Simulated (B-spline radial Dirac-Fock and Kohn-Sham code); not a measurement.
# Pd 2p1/2: cross section and angular parameters

System: atomic palladium, configuration [Kr] 4d10; threshold 3330.0 eV (tabulated edge). The computed values come from an atomic code on a B-spline grid: Dirac-Hartree-Slater photoionisation with a Latter tail; cross sections with all multipoles, angular parameters from the dipole term and its interference with E2.

Input of the calculation (task.json; shells as n, l, electrons):

```json
{"items": [{
  "Z": 46,
  "q": 0,
  "cfg": [[1, 0, 2], [2, 0, 2], [2, 1, 6], [3, 0, 2], [3, 1, 6], [3, 2, 10], [4, 0, 2], [4, 1, 6], [4, 2, 10]],
  "A": 106,
  "rrms": 4.5318,
  "do": "xps",
  "hv": [60, 65.1, 71.1, 88.7, 98.2, 100, 106.0, 115.0, 150.0, 208.0, 300, 338.0, 380.0, 532.0, 620.0, 634.0, 800, 1020.0, 1253.6, 1700.0, 1730.0, 2250.0, 3110.0, 4030.0, 5210.0, 6870.0, 8047.8, 12000, 15000],
  "edges": {"K": 24350.0, "L1": 3604.0, "L2": 3330.0, "L3": 3173.0, "M1": 671.6, "M2": 559.9, "M3": 532.3, "M4": 340.5, "M5": 335.2, "N1": 87.1}
}]}
```

Command: `python xray2_run.py task.json out`

For linearly polarised light dσ/dΩ = σ/(4π) [1 + β P₂(cos θ) + (δ + γ cos²θ) sin θ cos φ], with θ from the polarisation vector and φ the angle between the beam and the projection of the electron momentum on the plane normal to the polarisation.

```
hν (eV)  σ (kb)      β       γ      δ
   4030    50.0  1.350  -0.114  0.015
   5210       ?      ?       ?      ?
   6870    11.5  1.411   0.797  0.057
 8047.8    7.25  1.373   1.031  0.071
  12000    2.18  1.238   1.569  0.119
  15000    1.09  1.146   1.834  0.156
```

**Question.** Give the values at 5210 eV.

**Answer.** σ = 25.0 kb, β = 1.438, γ = 0.351, δ = 0.037.
